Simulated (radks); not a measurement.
The numbers below are computed, except where a source is named.
Question: Valence configurations of Zn2+ (all share [Ar]). Code: a radial shooting solver on a logarithmic mesh with Libxc functionals. Model: Dirac Kohn-Sham, PBE, spin-unpolarised, spherical densities, point nucleus; open shells fill j = l - 1/2 first. Order these by energy: 3d9 4p1; 3d7.5 4s0.5 4p2; 3d7.5 4p2.5; 3d7 4s1 4p2; 3d10; 3d8.5 4s1 4p0.5; 3d8.5 4p1.5; 3d8 4p2; 3d6.5 4s0.5 4p3; 3d9.5 4p0.5.

Answer: From the lowest, in eV above it: 3d10 0.000; 3d9.5 4p0.5 8.145; 3d9 4p1 17.805; 3d8.5 4s1 4p0.5 20.890; 3d8.5 4p1.5 29.085; 3d8 4p2 42.086; 3d7.5 4s0.5 4p2 52.440; 3d7.5 4p2.5 57.049; 3d7 4s1 4p2 64.378; 3d6.5 4s0.5 4p3 87.869. NIST lists [Ar] 3d10 as the ground configuration; this level of theory agrees among the configurations tried. The energies are those of spherical spin-averaged densities, not of single terms.
